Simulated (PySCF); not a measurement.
## Correlation energy of Cr²⁺ (chromium, charge +2)

Starting occupation: [Ar] 3d4, 3d5/2 with m_j = -1/2, +1/2, +3/2, +5/2. All numbers are calculated (PySCF 2.14, X2C-1e with screened-nucleus spin-orbit coupling, Gaussian nucleus, in x2c-SVPall-2c with one added diffuse shell each of s, d type (6s5p4d1f, 48 functions)). Frozen: [Ne]; 12 electrons correlated; the 6 highest virtual spinors left out.

MP2 pair energies summed by pair of shells (mhartree):

| pair | energy | share (%) |
| --- | --- | --- |
| 3d-3p | -74.35 | 39.9 |
| 3p-3p | -71.04 | 38.1 |
| 3d-3d | -21.71 | 11.7 |
| 3p-3s | -10.96 | 5.9 |
| 3d-3s | -5.69 | 3.1 |
| 3s-3s | -2.52 | 1.4 |

Total MP2 correlation energy: -186.28 mhartree.

The GHF reference relaxed away from the jj start to a determinant that is no pure jj level (⟨S²⟩ = 6.00, ⟨J²⟩ = 20.00); the energies belong to that determinant.

This basis was not built for core-valence correlation, so the inner-shell part is incomplete.
